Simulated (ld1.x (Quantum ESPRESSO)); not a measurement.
# u(r) = r·R(r): atom against pseudo-atom (P)

Columns: radius, all-electron u(r) and pseudo u(r) of the 3s shell (level -33.80 eV) of phosphorus in the configuration [Ne] 3s2 3p1; PBEsol, non-relativistic, RRKJ scheme, ld1.x (Quantum ESPRESSO) 7.5.

```
r (bohr)  all-electron  pseudo
   0.078        0.1892  0.0798
   0.155       -0.0563  0.1502
   0.232       -0.2834  0.2055
   0.310       -0.3970  0.2422
   0.388       -0.4007  0.2604
   0.465       -0.3276  0.2661
   0.542       -0.2086  0.2683
   0.620       -0.0652  0.2759
   0.698        0.0842  0.2970
   0.775        0.2265  0.3372
   0.852        0.3571  0.3999
   0.930        0.4738  0.4833
   1.008        0.5732  0.5738
   1.085        0.6543  0.6543
   1.162        0.7190  0.7190
   1.240        0.7690  0.7690
   1.318        0.8044  0.8044
   1.395        0.8265  0.8265
   1.472        0.8372  0.8372
   1.550        0.8382  0.8382
   1.628        0.8305  0.8305
   1.705        0.8160  0.8160
   1.782        0.7958  0.7958
   1.860        0.7707  0.7707
   1.938        0.7420  0.7420
   2.015        0.7110  0.7110
```

Q: How many radial nodes do the two functions have?

A: The all-electron 3s function has n − l − 1 = 2; the pseudo-wave has 0, since the states of the same l below it are removed with the core.

Q: At about which radius was the pseudo-wave matched?

A: 1.10 bohr, where the columns begin to agree (steps of 0.08 bohr).

Q: Where does each function peak?

A: Outermost all-electron maximum near 1.55 bohr, pseudo maximum near 1.55 bohr (to the table’s step).

Q: Is the pseudo-wave norm-conserving?

A: Yes: the RRKJ scheme keeps the norm inside the radius equal to the all-electron one, which fixes the energy derivative of the logarithmic derivative at the level.
